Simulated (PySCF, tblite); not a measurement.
`CC(C)(C)CP(C)(C)=O`. Structure optimised with GFN2-xTB, isolated species.

```
atom  x, y, z in Å
C1     2.2232    1.2900   -0.6566
C2     1.3155    0.2389   -0.0078
C3     1.9491   -1.1437   -0.1556
C4     1.1336    0.5646    1.4728
C5    -0.0421    0.2575   -0.7185
P6    -1.3998   -0.7090    0.0844
C7    -2.3246    0.4520    1.1687
C8    -2.5586   -0.9896   -1.3135
O9    -1.0275   -1.9604    0.7604
H10    2.3475    1.0899   -1.7190
H11    1.8041    2.2882   -0.5423
H12    3.2056    1.2783   -0.1900
H13    1.2921   -1.9007    0.2612
H14    2.9021   -1.1813    0.3674
H15    2.1234   -1.3748   -1.2050
H16    2.0971    0.5860    1.9781
H17    0.6608    1.5376    1.5990
H18    0.5182   -0.1998    1.9416
H19   -0.3990    1.2840   -0.8255
H20    0.0720   -0.1589   -1.7237
H21   -3.2101   -0.0785    1.5151
H22   -1.7207    0.7120    2.0336
H23   -2.6199    1.3518    0.6381
H24   -3.4707   -1.4263   -0.9118
H25   -2.1012   -1.7103   -1.9884
H26   -2.7912   -0.0748   -1.8495
```

Which two atoms are farthest apart?

H12···H24, 7.24 Å; the next longest distance is 6.78 Å.

Give the dihedral angles O9–P6–C8–H24, H11–C1–C2–C4, C1–C2–C3–H15, H20–C5–P6–C8.

O9–P6–C8–H24 62° (synclinal); H11–C1–C2–C4 -58° (synclinal); C1–C2–C3–H15 -57° (synclinal); H20–C5–P6–C8 -37° (synclinal). Dihedral signs follow IUPAC: positive where, seen along the central bond, the front bond turns clockwise onto the rear one.

What are the angles C2–C1–H10, C1–C2–C3, H13–C3–H15, C2–C4–H16, H16–C4–H17, H16–C4–H18, C2–C5–H19, C5–P6–O9?

From the scalar product of the two bond vectors; for C2–C1–H10 it is -0.5918 Å² over 1.5329 × 1.0882 Å², cos θ = -0.3548. C2–C1–H10 110.8°; C1–C2–C3 109.5°; H13–C3–H15 108.6°; C2–C4–H16 110.4°; H16–C4–H17 108.2°; H16–C4–H18 108.3°; C2–C5–H19 110.3°; C5–P6–O9 117.3°.

Where is the centre of mass (commonest isotopes), and what is the radius of gyration?

Mass 148.102 u; centre at (-0.261, -0.292, 0.078) Å; Rg = √(Σ m r²/M) = 2.174 Å. As Ia + Ib + Ic = 2 Σ m r², the three principal moments sum to 1399.7 u·Å².

Write the matrix of distances between heavy atoms (Å, lower triangle).

```
C1    0.000
C2    1.533  0.000
C3    2.500  1.528  0.000
C4    2.500  1.527  2.497  0.000
C5    2.490  1.532  2.499  2.506  0.000
P6    4.204  2.877  3.386  3.157  1.850  0.000
C7    4.972  3.831  4.750  3.473  2.968  1.838  0.000
C8    5.338  4.269  4.657  4.880  2.871  1.837  2.880  0.000
O9    4.810  3.304  3.220  3.399  2.842  1.470  2.769  2.755  0.000
```

Its GFN2-xTB frequencies are all real (lowest 60 cm⁻¹). One conformer, not necessarily the lowest.

These are computed values.
